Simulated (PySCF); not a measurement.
SMILES C#CC1=C/C=C\C=C/C=C\1, C10H8

Geometry (Å), atoms numbered from 1 in this order:
```xyz
18

C     2.266   -0.303    2.898
C     1.695   -0.135    1.854
C     1.021    0.020    0.617
C     0.781    1.238    0.118
C     0.147    1.522   -1.167
C    -1.059    1.113   -1.547
C    -1.983    0.302   -0.750
C    -1.733   -0.907   -0.259
C    -0.486   -1.656   -0.441
C     0.721   -1.252   -0.072
H     2.763   -0.432    3.813
H     1.126    2.108    0.666
H     0.708    2.193   -1.809
H    -1.461    1.451   -2.495
H    -2.968    0.737   -0.623
H    -2.516   -1.446    0.262
H    -0.610   -2.642   -0.876
H     1.577   -1.905   -0.201
```

Level of theory: PySCF 2.14.0, TDDFT PBE0/def2-SVPD excited states, vertical, gas phase. Geometry: GFN2-xTB.

**Question.** Give the one- and two-photon strengths of the lowest singlets.

**Answer.** δ for parallel linear polarisation; σ at the peak of a Lorentzian of half width 0.1 eV, single beam; Ω is circular over linear.
| state | E (eV) | f | photon λ (nm) | δ (au) | σ (GM) | Ω | main |
| --- | --- | --- | --- | --- | --- | --- | --- |
| S1 | 3.77 | 0.021 | 657 | 0.43 | 0.00 | 0.75 | HOMO→LUMO 0.95 |
| S2 | 4.81 | 0.014 | 515 | 275 | 2.34 | 0.79 | HOMO−1→LUMO 0.65, HOMO→LUMO+1 0.33 |
| S3 | 5.05 | 0.012 | 491 | 31.2 | 0.29 | 0.62 | HOMO−2→LUMO 0.79, HOMO−3→LUMO 0.09 |
| S4 | 5.36 | 0.015 | 463 | 200 | 2.11 | 0.62 | HOMO−3→LUMO 0.52, HOMO→LUMO+2 0.36 |
| S5 | 5.47 | 0.378 | 453 | 9.96 | 0.11 | 1.40 | HOMO→LUMO+1 0.52, HOMO−1→LUMO 0.22 |

Among these, the strongest one-photon state is S5, the strongest two-photon state S2, with a dipole change of 1.1 D (relaxed, norm of the difference vector).
